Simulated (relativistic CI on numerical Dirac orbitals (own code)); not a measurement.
Sc II: what numerical and physical settings do to a radial Dirac CI calculation

Reference input:

```
atom Sc  Z=21  charge=1  electrons=20
nucleus A=45  rms_radius_fm=3.5459
hamiltonian dirac-coulomb  breit=on  qed=on  c_scale=1
orbitals kli  potential=per-configuration
slater_scale 1
correlation none
mixing on
grid step=0.0125 r_max=74.5
scf mixing=0.4 start=green max_iterations=150 tolerance=2e-08 node_fill=0.05
configurations
  [Ar] 3d 4s
  [Ar] 3d2
end
```

Computed lowest total energy -762.79691 Ha, first excitation 56.4 cm⁻¹, 26 SCF steps. Runs with settings changed; * marks those that are bad on purpose:

```tsv
Changed	Outcome	Lowest level	ΔE (Ha)	First excitation (cm⁻¹)	SCF steps	Message
Breit term off, nuclear radius 3.9005 fm, grid step 0.006	converged	3d.4s 3D_1	-0.226	69.5	26	
Slater scale 0.5, nuclear radius 3.1913 fm, QED terms off	converged	3d.4s 3D_1	-0.147	57.1	26	
QED terms off	converged	3d.4s 3D_1	-0.149	56.0	26	
nuclear radius 4.6097 fm, SCF tolerance 1e-06	converged	3d.4s 3D_1	0.000926	56.4	22	
configuration list: overfill *	refused				0	configuration [Ar] 4s3: a shell holds more than 4l+2 electrons
grid step 0.002 *	refused				0	the grid has 9064 points, outside 40 to 4096
```

With so few configurations and no correlation, terms lie too far apart (by 10 to 50 % near neutrality), their order can be wrong, and levels of other configurations are missing.
